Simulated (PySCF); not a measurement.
C3H5, SMILES C=[C]C (connectivity only; charge and spin as stated), charge +1, multiplicity 1.

Geometry: PBE0-D3(BJ)/def2-TZVP. The multiplicity is an assumed one; other spin states were not compared. The isomer is the one that the SMILES or the coordinates give; other isomers of the formula were not compared.

Vertical ionisation energy (IE) and electron affinity (EA) in eV. Rows of orbital energies are one-electron estimates. Where ΔSCF, EOM or ADC give a negative EA the extra electron is unbound and the value depends on the basis.

```json
[
 {"level": "−ε(HOMO), −ε(LUMO), PBE/def2-TZVPD (PySCF)", "IE": "13.81", "EA": "10.45"},
 {"level": "ADC(2)/aug-cc-pVDZ (PySCF)", "IE": "17.60", "EA": "7.40"}
]
```

Computed lowest 1s main lines (those of the lightest heavy element) from CVS-ADC(2)-x/aug-cc-pVDZ (PySCF, non-relativistic), with pole strengths:
299.3 eV (1.55), 299.6 eV (1.49), 302.4 eV (1.45).

Q: Beyond the first one, list the lowest photoelectron lines from ADC(2)/aug-cc-pVDZ (PySCF 2.14.0) with their pole strengths (two spins summed). (The exact figures need the calculation; the answer reports its results.)

A: 20.63 eV (1.81), 21.66 eV (1.79), 22.07 eV (1.77), 22.57 eV (1.79), 24.48 eV (1.76).
